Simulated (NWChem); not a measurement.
Molecule: CH5BOS; SMILES CB(O)S

```xyz
9

B     -0.0756    -0.4199    -0.0033
C      1.2077    -1.3422    -0.0002
H      1.1721    -2.0691    -0.8238
H      1.2600    -1.9232     0.9316
H      2.1464    -0.7873    -0.0907
O     -1.3507    -0.9111     0.0000
H     -1.3650    -1.8803    -0.0012
S      0.1199     1.3992    -0.0006
H     -1.1938     1.7141     0.0105
```
Atoms are numbered in this order, from 1.

Program: NWChem. Pople sets run with spherical d functions. The geometry was optimised at B3LYP/6-31G* (spherical d). B3LYP is NWChem's, with the RPA form of VWN correlation. Vertical excitations in the gas phase; the lowest state need not have the same character in each row.

For level PBE/6-31G*, full TDDFT:

```yaml
lowest excitation, singlet (eV): 6.56
oscillator_strength_of_that_lowest_state: 0.141
lowest state with f > 0.02, singlet (eV): 6.56
orbital gap (eV): 5.77
```

What are these values for level B3LYP/6-31G*, full TDDFT?


| Property | Result |
|---|---|
| lowest excitation, singlet (eV) | 6.82 |
| oscillator strength of that lowest state | 0.003 |
| lowest state with f > 0.02, singlet (eV) | 6.92 |
| orbital gap (eV) | 7.55 |
